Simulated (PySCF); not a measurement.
H3BrSeSi, SMILES [SeH][SiH2]Br (PBE/def2-SVP optimised geometry):

```
6

Se     1.607    -0.668     0.000
Si    -0.683    -0.668     0.000
Br    -1.607     1.382     0.000
H      1.674    -0.187     1.405
H     -1.222    -1.382     1.203
H     -1.064    -1.362    -1.273
```

Level of theory: PBE/def2-TZVP (PySCF).

Problem. What are the frontier orbital energies and the dipole moment?

Solution. HOMO-2 -7.27 eV, HOMO-1 -7.22 eV, HOMO -6.30 eV, LUMO -1.65 eV, LUMO+1 -1.10 eV; dipole moment 1.01 D.

Meta-Löwdin charges at PBE/def2-TZVP: Se1 -0.19, Si2 0.47, Br3 -0.25, H4 0.09, H5 -0.06, H6 -0.06.
